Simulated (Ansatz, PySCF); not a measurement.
Ti(Cl)(OH)3 (ClH3O3Ti), SMILES [OH][Ti]([OH])([OH])[Cl], multiplicity 1. Atoms are numbered in the order given.

```xyz
8

Ti    -0.2340    -0.1111     0.1322
Cl     1.5769     0.7303    -0.8612
O      0.0951    -0.3509     1.8629
H      0.2615    -1.1506     2.3777
O     -0.6492    -1.6714    -0.6125
H     -1.3550    -1.9217    -1.2219
O     -1.5951     1.0166    -0.0601
H     -2.0202     1.6186     0.5637
```

Geometry: r2SCAN-D4/def2-SVP. The spin state was assumed, not searched. The structure was generated by enumeration; whether it is a known compound was not checked. One conformer was computed; it need not be the lowest.

Two levels are set side by side: PBE-D3(BJ)/def2-SVP (Ansatz, a quantum-chemistry and plane-wave program) and r2SCAN-D4/def2-SVP (Ansatz). Each level has its own optimised geometry; the coordinates shown are those of the second. Frequencies come from the Hessian of PySCF at each geometry. Differences are taken from unrounded values.

```csv
quantity,r2SCAN-D4
mean bond length (Å),1.494
bond Ti1–Cl2 (Å),2.230
bond Ti1–O3 (Å),1.778
bond Ti1–O5 (Å),1.778
bond Ti1–O7 (Å),1.778
bond O3–H4 (Å),0.965
bond O5–H6 (Å),0.965
bond O7–H8 (Å),0.966
highest harmonic wavenumber (cm⁻¹),3884
mean harmonic wavenumber (cm⁻¹),966
zero-point energy (kcal/mol),24.87
```

Problem. What does PBE-D3(BJ) give, and how far is it from r2SCAN-D4? (The exact figures need the calculation; the answer reports its results.)

Solution. 
```
quantity                            PBE-D3(BJ)  PBE-D3(BJ) minus r2SCAN-D4
----------------------------------  ----------  --------------------------
mean bond length (Å)                     1.503                       0.009
bond Ti1–Cl2 (Å)                         2.236                       0.005
bond Ti1–O3 (Å)                          1.789                       0.011
bond Ti1–O5 (Å)                          1.789                       0.011
bond Ti1–O7 (Å)                          1.789                       0.011
bond O3–H4 (Å)                           0.974                       0.008
bond O5–H6 (Å)                           0.974                       0.008
bond O7–H8 (Å)                           0.974                       0.008
highest harmonic wavenumber (cm⁻¹)        3772                        -112
mean harmonic wavenumber (cm⁻¹)            947                         -20
zero-point energy (kcal/mol)             24.36                       -0.51
```
